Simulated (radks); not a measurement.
Results of a calculation; reference values are marked as such.
Neutral terbium inside a hard spherical wall (all orbitals vanish at R), configuration held at [Xe] 4f9 6s2 and not refilled when levels cross. Code: a radial shooting solver on a logarithmic mesh with Libxc functionals. Model: scalar-relativistic Kohn-Sham, PBE, spin-unpolarised, spherical densities, point nucleus. Eigenvalues in eV, with the zero of energy where the potential of the charges vanishes at infinity; a dash marks a level that is unbound or too diffuse for the functional's potential to be trusted. A positive occupied level is held by the wall or, in an anion where self-interaction has pushed it up, behind a barrier. The pressure on the wall is -dE/dV.

| R (bohr) | E (hartree) | kinetic (hartree) | e(5s) | e(5p) | e(6s) | e(4f) | e(5d, empty) | e(6p, empty) | pressure (GPa) |
|---|---|---|---|---|---|---|---|---|---|
| free | -11708.9410 | 12603.499 | -47.486 | -24.831 | -3.705 | -3.031 | -1.301 | -1.172 | 0 |
| 15 | -11708.9410 | 12603.499 | -47.483 | -24.829 | -3.703 | -3.029 | -1.297 | -1.155 | 0.000208 |
| 12 | -11708.9406 | 12603.504 | -47.449 | -24.795 | -3.677 | -2.995 | -1.261 | -1.061 | 0.00642 |
| 6 | -11708.8264 | 12604.050 | -45.152 | -22.560 | -0.968 | -0.717 | 1.093 | 3.635 | 7.00 |
| 4 | -11708.0419 | 12607.007 | -39.702 | -17.402 | 11.286 | 5.196 | 8.088 | 21.210 | 157 |
| 3.5 | -11707.2468 | 12610.009 | -36.140 | -13.879 | 21.682 | 9.392 | 13.197 | 34.751 | 437 |
| 3 | -11705.4465 | 12616.688 | -29.798 | -7.179 | 42.294 | 17.087 | 22.799 | 60.006 | 1410 |
| 2.5 | -11700.8538 | 12632.807 | -17.073 | 7.248 | 86.717 | 32.090 | 42.839 | 111.36 | 5480 |
| 1.5 | -11637.4552 | 12825.698 | 117.14 | 163.28 | 497.16 | 139.35 | 234.97 | 550.00 | 200000 |
